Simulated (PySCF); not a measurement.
**MnOCl₂: breathing scan**

These are results of UPBE0 in PySCF with Mn def2-SVP, O def2-SVP, Cl def2-SVP; no relativity; density-fitted integrals, not measurements.

Rigid scan from the quartet minimum (Mn–Cl 2.131 Å (×2), Mn–O 1.558 Å; Cl–Mn–Cl 126.0°, Cl–Mn–O 117.0° (×2)). Coordinate: all bonds to the central atom scaled together. Energies in kJ/mol from the minimum.

Predict the curve at 0.88, 0.92, 0.96, 1.00, 1.04, 1.08, 1.14, 1.22, 1.35.


```tsv
scale of all bonds to the centre	E (kJ/mol)	dipole size (D)	⟨S²⟩
0.88	269.7	0.13	3.78
0.92	101.7	0.16	3.80
0.96	21.3	0.13	3.86
1.00	0.0	0.02	3.98
1.04	14.2	0.35	4.22
1.08	47.3	0.71	4.49
1.14	114.3	1.00	4.86
1.22	214.8	0.86	5.26
1.35	377.0	0.23	5.62
```

Spin contamination is strong at 1.00, 1.04, 1.08, 1.14, 1.22, 1.35, so these points are less reliable.

Open d and f shells are described by one determinant, and the ground state may have another occupation or spin.

Other isomers or separated fragments may lie lower.
